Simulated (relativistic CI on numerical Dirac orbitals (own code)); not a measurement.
**Calculated levels, Mn9+**

Computed by Dirac-Coulomb-Breit CI, KLI orbitals optimised for each configuration, a model potential for QED, valence Slater integrals scaled by 0.9, P86 correlation estimate, and configurations built on the next ion tied to the tabulated ionisation energy (semi-empirical) (own radial code, finite nucleus).

Configuration list (outside the closed core [Ne]): 3s²3p⁴, 3s²3p³3d, 3s²3p³4s, 3s²3p³4p, 3s²3p³4d, 3s²3p³5s, 3s²3p³4f, 3s3p⁵, 3p⁶, 3s²3p²3d², 3s3p⁴3d, 3p⁴3d², 3p⁵3d, 3s3p³3d², 3s²3p²3d4s, 3s²3p²3d4p, 3p⁵4s, 3p⁵4p, 3s3p³3d4s, 3s3p⁴4s, 3s3p³3d4p, 3s3p⁴4p, 3p⁴3d4s, 3s²3p²4s². Levels of other configurations are missing.

```tsv
No.	Configuration	Term	J	E (cm⁻¹)	%	Landé g
41	3p³(2D°)3d	³P°	1	489950	44	1.402
42	3p³(4S°)3d	³D°	3	502586	95	1.323
43	3p³(4S°)3d	³D°	2	508843	92	1.160
44	3p³(4S°)3d	³D°	1	512804	96	0.508
45	3p³(2D°)3d	¹D°	2	526485	93	1.008
46	3p³(2D°)3d	¹F°	3	538944	95	1.007
47	3p³(2P°)3d	¹P°	1	568420	93	0.994
48	3p⁶‡	¹S	0	589944	56	
49	3s3p⁴(3P)<4P>3d‡	⁵D	4	609494	90	1.499
50	3s3p⁴(3P)<4P>3d‡	⁵D	3	609813	89	1.499
51	3s3p⁴(3P)<4P>3d‡	⁵D	2	610642	89	1.499
52	3s3p⁴(3P)<4P>3d‡	⁵D	1	611544	90	1.500
53	3s3p⁴(3P)<4P>3d‡	⁵D	0	612126	91	
54	3s3p⁴(3P)<4P>3d‡	⁵F	5	648718	93	1.398
55	3s3p⁴(3P)<4P>3d‡	⁵F	4	651966	92	1.349
56	3s3p⁴(3P)<4P>3d‡	⁵F	3	654267	92	1.250
57	3s3p⁴(3P)<4P>3d‡	⁵P	1	655107	87	2.461
58	3s3p⁴(3P)<4P>3d‡	⁵F	2	655811	92	1.004
59	3s3p⁴(3P)<4P>3d‡	⁵F	1	656766	92	0.004
60	3s3p⁴(3P)<4P>3d‡	⁵P	2	657627	85	1.812
61	3s3p⁴(3P)<4P>3d‡	⁵P	3	662062	89	1.665
62	3s3p⁴(1D)<2D>3d‡	³P	0	664445	84	
63	3s3p⁴(1D)<2D>3d‡	³P	1	666911	81	1.531
64	3s3p⁴(1D)<2D>3d‡	³P	2	671903	79	1.513
65	3s3p⁴(1D)<2D>3d‡	³D	1	682431	84	0.502
66	3s3p⁴(1D)<2D>3d‡	³D	2	684790	82	1.163
67	3s3p⁴(3P)<4P>3d‡	³F	4	686038	86	1.245
68	3s3p⁴(1D)<2D>3d‡	³D	3	687660	70	1.287
69	3s3p⁴(3P)<4P>3d‡	³F	3	692494	70	1.124
70	3s3p⁴(3P)<4P>3d‡	³F	2	695980	87	0.675
71	3s3p⁴(1D)<2D>3d‡	³G	3	706190	83	0.757
72	3s3p⁴(1D)<2D>3d‡	³G	4	707235	83	1.054
73	3s3p⁴(1D)<2D>3d‡	³G	5	708663	84	1.202
74	3s3p⁴(1D)<2D>3d‡	¹G	4	725371	72	1.010
75	3s3p⁴(1D)<2D>3d‡	³F	2	729639	44	0.833
76	3s3p⁴(1D)<2D>3d‡	³F	3	733494	78	1.093
77	3s3p⁴(1D)<2D>3d‡	³F	4	735645	80	1.244
78	3s3p⁴(1D)<2D>3d‡	³F	2	735949	37	0.874
79	3s3p⁴(3P)<2P>3d‡	³D	3	740571	41	1.202
80	3s3p⁴(3P)<2P>3d‡	³D	1	742634	64	0.550
81	3s3p⁴(3P)<2P>3d‡	³D	2	745225	52	1.134
82	3s3p⁴(1D)<2D>3d‡	¹F	3	748356	48	1.121
83	3s3p⁴(1D)<2D>3d‡	¹P	1	756246	80	0.982
84	3s3p⁴(3P)<2P>3d‡	³P	0	762709	56	
85	3s3p⁴(3P)<2P>3d‡	³P	1	765894	49	1.487
```

Energies count from the lowest computed level; ° marks odd parity. Percentages are summed over parent terms; the parents shown are those of the largest component, closed shells are left out there, and <> holds an intermediate term. ‡ marks configurations that were not tied to measured data.

The mean weight of the leading LS term, summed over parents, in these 45 levels is 78 %, and that of the leading jj configuration (from the same eigenvectors) 41 %, so LS coupling describes them better.

Configurations that consist of the next ion and one excited electron were tied to the tabulated ionisation energy; Rydberg ones are usually within 1,000 to 3,000 cm⁻¹ and the lowest ones within about 6,000 (9,000 in d shells), while levels on excited terms of the next ion carry the error of that term, and the other configurations can be misplaced by 10,000 cm⁻¹ or more. Rates follow the energies as ν³ (E1, M1) or ν⁵ (E2), so rates, branching and lifetimes can be off by large factors.

LS names give the leading component of a level, which can be under half, so a name can repeat, a term be missing and a line seem to break the LS rules.
